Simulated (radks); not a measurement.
Pd, configuration [Kr] 4d9 5d1 (not the ground configuration). Calculated with a radial shooting solver on a logarithmic mesh with Libxc functionals: scalar-relativistic Kohn-Sham, SCAN, spin-polarised, spherical densities, finite nucleus; open shells are filled with parallel spins first (spin-orbit coupling, left out, can overturn this in heavy ions); meta-GGA in the generalised Kohn-Sham scheme; Fermi nuclear charge, rms radius 4.5318 fm.

Unscreened Slater integrals over Kohn-Sham orbitals (cm^-1). They are taken over the spin-up orbitals.

| integral | value |
|---|---|
| F0(5d,5d) | 18612 |
| F2(5d,5d) | 9915.1 |
| F4(5d,5d) | 6500.1 |
| F0(5d,4d) | 24091 |
| F2(5d,4d) | 1370.7 |
| F4(5d,4d) | 352.73 |
| G0(5d,4d) | 255.85 |
| G2(5d,4d) | 256.26 |
| G4(5d,4d) | 190.19 |
| F0(5d,4p) | 24186 |
| F2(5d,4p) | 862.44 |
| G1(5d,4p) | 376.57 |
| G3(5d,4p) | 243.96 |
| F0(5d,4s) | 24211 |
| G2(5d,4s) | 306.54 |
| F0(4d,4d) | 138420 |
| F2(4d,4d) | 67727 |
| F4(4d,4d) | 43839 |
| F0(4d,4p) | 158710 |
| F2(4d,4p) | 76662 |
| G1(4d,4p) | 95714 |
| G3(4d,4p) | 58189 |
| F0(4d,4s) | 163700 |
| G2(4d,4s) | 69509 |
| F0(4p,4p) | 189600 |
| F2(4p,4p) | 99521 |
| F0(4p,4s) | 198060 |
| G1(4p,4s) | 134510 |
| F0(4s,4s) | 207890 |

Derived for the open shells (J is the average intra-shell exchange parameter used in DFT+U). 4d: Racah B = F2/49 - 5 F4/441 = 885.1 cm^-1, C = 35 F4/441 = 3479 cm^-1, C/B = 3.93, F4/F2 = 0.647, J = (F2 + F4)/14 = 7969 cm^-1. 5d: Racah B = F2/49 - 5 F4/441 = 128.7 cm^-1, C = 35 F4/441 = 515.9 cm^-1, C/B = 4.01, F4/F2 = 0.656, J = (F2 + F4)/14 = 1173 cm^-1.
